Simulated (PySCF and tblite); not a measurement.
The numbers below are computed, except where a source is named.
System: C2H6BFS2, numbered as in [CH3:1][S:2][S:3][CH2:4][BH:5][F:6].

Motion: rotation about the S2–S3 bond (torsion C1–S2–S3–C4 from -86° to 86°, rising). GFN2-xTB gives an electronic barrier of 9.6 kcal/mol.

(1) What does BP86/pcSseg-1 + D3(BJ) give on B3LYP-D3(BJ)/def2-SVP geometries?

(2) And the level of the geometries itself, B3LYP-D3(BJ)/def2-SVP?

Programs: tblite and PySCF.

Results:

(1) A barrier of 10.4 kcal/mol, 0.8 above the tight-binding barrier (from unrounded values) and, with GFN2-xTB thermal terms, ΔG‡(298 K) = 10.9 kcal/mol and k = 1.2×10⁵ s⁻¹ (2 equivalent paths).

(2) 10.3 kcal/mol.
